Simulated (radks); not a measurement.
Results of a calculation; reference values are marked as such.
Spin polarisation of the 4d2 shell in Nb3+. Start: [Kr] 4d(up 1, down 1); electrons of 4d are moved from spin down to spin up, other shells keep equal spins. Level of theory: non-relativistic Kohn-Sham, TPSS, spin-polarised, spherical densities, point nucleus; meta-GGA in the generalised Kohn-Sham scheme (a radial shooting solver on a logarithmic mesh with Libxc functionals).

| moment (Bohr magnetons) | E - E(0) (eV) | e(4d up) (eV) | e(4d down) (eV) | 4p down minus up (eV) | 4s down minus up (eV) | 3d down minus up (eV) |
|---|---|---|---|---|---|---|
| 0 | 0.000 | -30.818 | -30.818 | 0.000 | 0.000 | 0.000 |
| 0.5 | -0.054 | -31.030 | -30.595 | 0.420 | 0.377 | 0.058 |
| 1 | -0.217 | -31.229 | -30.362 | 0.839 | 0.755 | 0.117 |
| 1.5 | -0.488 | -31.415 | -30.118 | 1.259 | 1.134 | 0.175 |
| 2 | -0.866 | -31.588 | -29.853 | 1.678 | 1.514 | 0.234 |

At moment 2 the spin-polarisation energy is -0.866 eV and the 4d exchange splitting 1.735 eV, that is 0.867 eV per Bohr magneton; E = -I m^2/4 would give I = 0.866 eV.
